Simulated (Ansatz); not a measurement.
Stepwise reaction of `NB(N)O` with hydrogen chloride, as a gas-phase model of exchange steps in deposition or etching. ΔE in kJ/mol; ΔG adds harmonic PBE0-D4 terms to CCSD(T)/CBS, at 1 bar.

Isolated molecules relaxed with PBE0-D4/def2-TZVP in Ansatz; ΔE leaves out vibrations. CBS: MP2 limit from def2 TZ/QZ plus the TZ coupled-cluster correction, frozen cores. This one scheme is used for every species. Functionals use def2-TZVPP. B3LYP here is the variant with VWN-RPA as its local correlation; programs differ in this. Each species was taken in one conformer, which may not be the lowest.

```
step                          reaction  PBE-D4  B3LYP-D4  ωB97M-V  CCSD(T)/CBS  ΔG(600 K)
   1  `NB(N)O` + HCl → `NB(O)Cl` + NH₃   -22.4     -16.6    -17.8        -16.7       -2.2
```

Give the row of step 2, `NB(O)Cl` + HCl → `OB(Cl)Cl` + NH₃. (Best estimate.)

Ansatz gave: 
```json
{"step": "2", "reaction": "`NB(O)Cl` + HCl → `OB(Cl)Cl` + NH₃", "PBE-D4": "27.1", "B3LYP-D4": "33.8", "ωB97M-V": "32.5", "CCSD(T)/CBS": "31.7", "ΔG(600 K)": "32.5"}
```

By hand: ΔE of the 2 steps together at CCSD(T)/CBS.

(-16.7) + (31.7) = 15.0 kJ/mol, or 7.5 kJ/mol a step.

In ΔE each step is higher than the one before. ΔG lies between -2.2 and 32.5 kJ/mol a step. PBE-D4 differs from CCSD(T)/CBS by -5.7 to -4.6 kJ/mol a step. Isolated molecules leave out the surface, adducts and barriers. Largest T1 diagnostic: 0.011.
